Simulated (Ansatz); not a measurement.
`[SiH3][SbH][SiH3]` + HCl → `[SiH3][SbH][Cl]` + SiH₄ at 700 K and 1 bar (cleavage of the Sb–Si bond).

Isolated molecules relaxed with PBE0-D4/def2-TZVP in Ansatz; ΔE leaves out vibrations. CCSD(T)/CBS adds triple-zeta CCSD(T) − MP2 to the extrapolated MP2 energy (def2 sets, frozen cores). This one scheme is used for every species. Elements past krypton have def2 core potentials. For Sb outer-core shells are correlated without core-valence functions, which leaves a few kJ/mol of doubt a bond.

| species | CCSD(T)/CBS energy (Eh) | H − E (kJ/mol) | S (J/(mol·K)) |
| --- | --- | --- | --- |
| `[SiH3][SbH][SiH3]` | -822.37750 | 229.2 | 494.2 |
| HCl | -460.38127 | 38.4 | 211.8 |
| `[SiH3][SbH][Cl]` | -991.30233 | 147.8 | 433.4 |
| SiH₄ | -291.46306 | 115.5 | 252.9 |

H − E and S are ideal-gas, rigid-rotor, harmonic terms from PBE0-D4/def2-TZVP, for one conformer and one mirror image of each species. 1 Eh = 2625.50 kJ/mol, R = 8.31446 J/(mol·K).

**Question.** By hand: ΔE, ΔH, ΔS and ΔG.

**Answer.** ΔE = (-991.30233) + (-291.46306) − (-822.37750) − (-460.38127) = -0.00662 Eh = -17.4 kJ/mol. Δ(H − E) = 147.8 + 115.5 − 229.2 − 38.4 = -4.3, so ΔH = -21.7 kJ/mol. ΔS = 433.4 + 252.9 − 494.2 − 211.8 = -19.7 J/(mol·K). ΔG = -21.7 − 700 × (-19.7)/1000 = -7.9 kJ/mol.

**Question.** By hand: the equilibrium constant, and the temperature at which ΔG would vanish if ΔH and ΔS stayed fixed.

**Answer.** log₁₀ K = −ΔG/(RT ln 10) = 0.6. ΔG = 0 at ΔH/ΔS = 1102 K, though so small a ΔS makes that figure unsure.

TΔS isn't small against ΔH here. A doubt of 5 kJ/mol in ΔE shifts log₁₀ K by 0.4 here. Other conformers and mirror images would add mixing entropy, several J/(mol·K) or more a flexible species. Modes under 60 cm⁻¹, often nearly free rotors, make the harmonic entropy too high. These are equilibria of isolated gas molecules and say nothing of rates. Largest T1 diagnostic: 0.013 (customary marks: 0.02 for closed shells, 0.045 for open ones).
